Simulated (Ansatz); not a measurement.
Relaxation of the cluster VB₆⁺ with RKS r2SCAN-D4/def2-SVP.

```sh
$ ansatz run in.yaml --threads 4 --pin off --events-out ev --progress --plain --max-ram 4787MiB
```

```yaml
crystal:
  periodic: [false, false, false]
  atoms:
    - {symbol: V, position_ang: [1.412110, -2.418050, -0.063910]}
    - {symbol: B, position_ang: [-1.896880, 1.404050, 0.053490]}
    - {symbol: B, position_ang: [1.557690, -0.533810, -0.035750]}
    - {symbol: B, position_ang: [-0.023860, -1.042110, -0.024900]}
    - {symbol: B, position_ang: [0.578940, 0.697390, 0.007010]}
    - {symbol: B, position_ang: [-0.474910, 1.837820, 0.050960]}
    - {symbol: B, position_ang: [-1.153080, 0.054690, 0.013100]}
basis:
  gaussian: {orbitals: def2-SVP}
total_charge: 1
hamiltonian: {xc: r2scan, dispersion: d4}
scf: {lower_state_search: "off"}
output: {orbitals: {seedname: orbitals}}
relax: {f_tol: 0.02, max_steps: 100}
```

Hardware: 4 threads of Arm Neoverse V1 on a shared host. Wall time 15 s.

Positions (Å) and forces (eV/Å) at steps 1, 2, 3, 4, 5, 6 of 6:

```xyz
7
step=1 energy=-29719.6123 eV
V     1.412   -2.418   -0.064    0.220    0.270   -0.007
B    -1.897    1.404    0.053   -2.032   -0.022    0.021
B     1.558   -0.534   -0.036    1.004   -1.924   -0.048
B    -0.024   -1.042   -0.025    0.890   -0.968   -0.023
B     0.579    0.697    0.007   -0.585    0.935    0.024
B    -0.475    1.838    0.051    0.936    0.617    0.008
B    -1.153    0.055    0.013   -0.432    1.092    0.026
7
step=2 energy=-29719.7808 eV
V     1.430   -2.441   -0.066    0.083    0.224   -0.002
B    -1.945    1.422    0.055   -0.734    0.015    0.008
B     1.582   -0.571   -0.035    0.394   -0.827   -0.019
B    -0.007   -1.051   -0.024    0.232   -0.311   -0.006
B     0.581    0.703    0.007   -0.345    0.371    0.012
B    -0.488    1.854    0.050    0.281   -0.031   -0.006
B    -1.154    0.085    0.014    0.089    0.559    0.012
7
step=3 energy=-29719.8214 eV
V     1.440   -2.452   -0.069    0.003    0.041    0.000
B    -1.980    1.433    0.057   -0.010    0.002   -0.002
B     1.599   -0.599   -0.034    0.013   -0.067   -0.002
B     0.003   -1.053   -0.024   -0.007    0.025   -0.001
B     0.582    0.705    0.007   -0.099   -0.018    0.003
B    -0.500    1.853    0.048   -0.073   -0.194   -0.006
B    -1.145    0.113    0.015    0.172    0.211    0.007
7
step=4 energy=-29719.8251 eV
V     1.440   -2.453   -0.070   -0.011   -0.013   -0.001
B    -1.987    1.435    0.056    0.045    0.010   -0.001
B     1.603   -0.605   -0.033   -0.032    0.065    0.002
B     0.005   -1.051   -0.023   -0.018    0.050    0.001
B     0.582    0.704    0.007   -0.013   -0.072    0.000
B    -0.505    1.847    0.047   -0.072   -0.111   -0.003
B    -1.138    0.124    0.016    0.102    0.070    0.001
7
step=5 energy=-29719.8263 eV
V     1.438   -2.453   -0.070   -0.010   -0.021   -0.001
B    -1.991    1.435    0.056    0.024    0.004    0.000
B     1.604   -0.605   -0.033   -0.014    0.051    0.001
B     0.006   -1.048   -0.023   -0.005    0.022    0.001
B     0.582    0.701    0.008    0.009   -0.029    0.000
B    -0.508    1.840    0.046   -0.020   -0.022   -0.001
B    -1.132    0.130    0.016    0.017   -0.005    0.000
7
step=6 energy=-29719.8264 eV
V     1.437   -2.453   -0.071   -0.004   -0.006    0.000
B    -1.990    1.435    0.056    0.003    0.002    0.000
B     1.604   -0.604   -0.033    0.000    0.011    0.000
B     0.006   -1.047   -0.023    0.002    0.003    0.000
B     0.583    0.700    0.008    0.003   -0.005    0.000
B    -0.508    1.839    0.046   -0.004    0.000    0.000
B    -1.132    0.130    0.017   -0.001   -0.005    0.000
```

The restricted singlet is unstable towards broken spin symmetry at other levels; at r2SCAN-D4/def2-SVP this wasn't settled. The relaxation made no stability test and no search for a lower SCF solution. No other spin state of charge 1 was run. Another isomer (singlet) lies 0.54 eV lower at PBE0-D4/def2-TZVP; other spin states weren't run for this one.
